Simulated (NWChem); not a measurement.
Species: ZnSiH3F; SMILES [F][Zn][SiH3]

```xyz
6

Zn    -0.2576     0.4980    -0.0002
F     -0.1883     2.2480    -0.0005
Si    -0.3497    -1.8397     0.0000
H      0.2709    -2.3985    -1.2415
H     -1.7654    -2.3193     0.0652
H      0.3835    -2.4025     1.1766
```
Atoms are numbered in this order, from 1.

Level: PBE0/def2-SVP (NWChem), optimised geometry, unscaled harmonic frequencies. 

| frequency (cm⁻¹) | IR intensity (km/mol) |
|---|---|
| 110 | 17.4 |
| 110 | 17.4 |
| 321 | 0.2 |
| 469 | 1.9 |
| 469 | 1.9 |
| 691 | 97.0 |
| 861 | 181.7 |
| 931 | 36.0 |
| 931 | 36.0 |
| 2218 | 45.3 |
| 2228 | 84.5 |
| 2228 | 84.5 |

| Quantity | Value |
|---|---|
| zero-point energy | 16.5 kcal/mol |
| thermal correction to the enthalpy at 298.15 K (with zero-point energy) | 20.5 kcal/mol |
| heat capacity Cv | 16.4 cal/(mol K) |
| entropy at 298.15 K and 1 atm (symmetry number 3) | 72.1 cal/(mol K) |
| dipole moment | 2.09 D |

Rigid rotor and harmonic oscillator.
